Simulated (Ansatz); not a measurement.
`C[NH][Sn]([F])([F])[F]` + HBr → `[F][Sn]([F])([F])[Br]` + CH₃NH₂  (ligand exchange at the Sn–N bond)

Gas-phase electronic energies from Ansatz, PBE0-D4/def2-TZVP geometries. CCSD(T)/CBS is the MP2 limit (def2-TZVPP, def2-QZVPP) plus CCSD(T) − MP2 in def2-TZVPP, frozen cores. Functionals use def2-TZVPP. def2 core potentials past Kr. For Br, Sn outer-core shells are correlated without core-valence functions, which leaves a few kJ/mol of doubt a bond. Scalar relativity is left out up to krypton. One conformer a species, not always the lowest.

```
                 species  PBE energy (Eh)
`C[NH][Sn]([F])([F])[F]`       -608.96177
                     HBr      -2574.36854
 `[F][Sn]([F])([F])[Br]`      -3087.59589
                  CH₃NH₂        -95.76706
```

(1) Work out ΔE.

Largest T1 diagnostic among the species: 0.014.

Answers

(1) ΔE = (-3087.59589) + (-95.76706) − (-608.96177) − (-2574.36854) = -0.03264 Eh = -85.7 kJ/mol. CCSD(T)/CBS gives -80.6 kJ/mol.

From BLYP to BHLYP (50 % exact exchange), in def2-TZVPP and without D4, ΔE moves by −5.1 kJ/mol. The D4 term adds +3.6 kJ/mol with B3LYP and +2.1 kJ/mol with PBE0; it sums over pairs of atoms, weighted by their polarisabilities, and B3LYP, whose exchange is more repulsive, gets the larger term. In def2-TZVPP, CCSD(T) changes the Hartree–Fock value by +21.7 kJ/mol (the triples alone add +2.0 kJ/mol) and MP2 by +20.4 kJ/mol.

B3LYP here is the variant with VWN-RPA as its local correlation; programs differ in this.
